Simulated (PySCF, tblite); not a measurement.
A database entry of computed molecular properties. Lists by class give the value and the number of equivalent atoms.

```json
{
 "formula": "C4H12OP2Si",
 "smiles": "CP(C)[P@@]1(=O)C[C@H]1[SiH3]",
 "inchi": "InChI=1S/C4H12OP2Si/c1-6(2)7(5)3-4(7)8/h4H,3H2,1-2,8H3/t4-,7+/m1/s1",
 "charge": 0,
 "multiplicity": 1,
 "geometry_level": "GFN2-xTB",
 "atoms_angstrom": [
  ["C", -2.591, -1.025, -0.518],
  ["P", -1.015, -0.301, -1.149],
  ["C", -1.482, 1.488, -1.062],
  ["P", -0.068, -0.268, 0.833],
  ["O", -0.909, 0.065, 2.004],
  ["C", 1.333, -1.407, 0.972],
  ["C", 1.709, 0.093, 0.8],
  ["Si", 2.642, 0.585, -0.755],
  ["H", -2.869, -0.558, 0.428],
  ["H", -2.462, -2.096, -0.368],
  ["H", -3.376, -0.869, -1.257],
  ["H", -0.595, 2.099, -1.222],
  ["H", -2.205, 1.71, -1.846],
  ["H", -1.914, 1.719, -0.088],
  ["H", 1.528, -1.844, 1.944],
  ["H", 1.593, -2.055, 0.148],
  ["H", 2.04, 0.56, 1.723],
  ["H", 2.014, -0.038, -1.922],
  ["H", 2.603, 2.044, -0.876],
  ["H", 4.019, 0.108, -0.609]
 ],
 "electronic_structure_code": "PySCF",
 "results": {
  "GFN2-xTB geometry": {
   "point_group": "C1",
   "rotational_constants_GHz": [1.704, 0.9, 0.729]
  },
  "PBE0/pcSseg-1 ground state and GIAO shieldings, non-relativistic": {
   "dipole_D": 2.38,
   "homo_eV": -6.97,
   "lumo_eV": -0.26,
   "shift_vs_computed_TMS_C_by_class_ppm": [
    [17.1, 1],
    [10.8, 2],
    [8.1, 1]
   ],
   "shift_vs_computed_TMS_H_by_class_ppm": [
    [4.0, 3],
    [2.02, 1],
    [1.5, 6],
    [1.45, 1],
    [0.64, 1]
   ],
   "shielding_other_nuclei_by_class_ppm": [
    ["O", 297.2, 1],
    ["Si", 420.0, 1],
    ["P", 379.7, 1],
    ["P", 380.0, 1]
   ],
   "charges_hirshfeld_e_by_atom": [-0.16, 0.14, -0.16, 0.35, -0.38, -0.13, -0.17, 0.3, 0.04, 0.05, 0.05, 0.04, 0.05, 0.05, 0.06, 0.04, 0.06, -0.08, -0.08, -0.08]
  },
  "GFN2-xTB harmonic vibrations, gas phase": {
   "strongest_ir_bands_cm-1_km_per_mol_modes": [
    [765.9, 196.3, 1],
    [789.0, 432.6, 1],
    [1231.0, 300.6, 1],
    [2253.9, 229.3, 1],
    [2258.9, 408.2, 1],
    [2260.9, 203.3, 1]
   ],
   "zpe_kcal_per_mol": 91.7
  }
 }
}
```

A dipole of 2.38 D is allowed in C1, and pure rotational transitions are dipole-allowed. The zero-point energy, half the sum of the 54 harmonic wavenumbers, equals 32060 cm⁻¹ or 384 kJ/mol.

One conformer (not necessarily the lowest) at the GFN2-xTB geometry, without solvent or vibrations. NMR classes are plain means over equivalent atoms (diastereotopic ones count apart unless rotation or inversion swaps them), as if these changed places fast; in this geometry the members of some classes differ.

The values belong to the conformer `[CH3:1][P:2]([CH3:3])[P@@:4]1(=[O:5])[CH2:6][C@H:7]1[SiH3:8]`: C1–P2–P4–O5 -37°.
